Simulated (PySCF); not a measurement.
GeF: frontier orbitals

PBE0 at R = 1.759 Å; basis Ge cc-pVTZ-PP with ECP10, F cc-pVTZ; scalar-relativistic core potentials; PySCF 2.14. State: ²Π (doublet), unpaired electrons π ↑. Only the outer orbitals are listed, counted within each symmetry, core potentials removing the inner ones.

| spin | orbital | occ. | ε (eV) | on Ge (%) | main shells (%) |
| --- | --- | --- | --- | --- | --- |
| α | 5σ | 1 | -31.66 | 19 | 81 F s, 14 Ge d |
| α | 6σ | 1 | -14.86 | 54 | 52 Ge s, 43 F p |
| α | 3π | 1 | -11.65 | 8 | 92 F p |
| α | 3π | 1 | -11.49 | 8 | 92 F p |
| α | 7σ | 1 | -10.42 | 59 | 42 Ge s, 41 F p, 15 Ge p |
| α | 4π | 1 | -4.99 | 95 | 94 Ge p |
| α | 4π | 0 | -2.87 | 96 | 94 Ge p |
| α | 8σ | 0 | -0.12 | 96 | 81 Ge p, 11 Ge d |
| α | 9σ | 0 | 2.56 | 100 | 96 Ge s |
| β | 5σ | 1 | -31.55 | 19 | 81 F s, 14 Ge d |
| β | 6σ | 1 | -14.38 | 45 | 52 F p, 42 Ge s |
| β | 3π | 1 | -11.47 | 8 | 92 F p |
| β | 3π | 1 | -11.23 | 7 | 93 F p |
| β | 7σ | 1 | -9.87 | 68 | 52 Ge s, 32 F p, 15 Ge p |
| β | 4π | 0 | -2.52 | 96 | 95 Ge p |
| β | 4π | 0 | -1.62 | 97 | 96 Ge p |
| β | 8σ | 0 | 0.22 | 96 | 82 Ge p, 11 Ge d |

Problem. Which are the highest filled and the lowest empty level, where do they sit, and how wide is the gap?

Solution. Highest filled α 4π at -4.99 eV (in %: 94 Ge p); lowest empty α 4π at -2.87 eV (in %: 94 Ge p); the gap at PBE0 is 2.12 eV. Both belong to one degenerate shell, split only by its one-sided filling, so this is no excitation gap.

```json
{
  "bond order (Mayer)": "1.04",
  "⟨S²⟩": "0.754",
  "charge on Ge (Mulliken, basis-dependent)": "0.37",
  "charge on Ge (Löwdin, basis-dependent)": "0.20",
  "dipole moment (positive dipole means Ge(−)F(+))": "-1.87 D",
  "polarisability along the bond": "29.6 bohr³",
  "polarisability across the bond": "29.2 bohr³"
}
```

Spin–orbit coupling is left out. The state was picked by a PBE0 search and need not be the measured ground state.
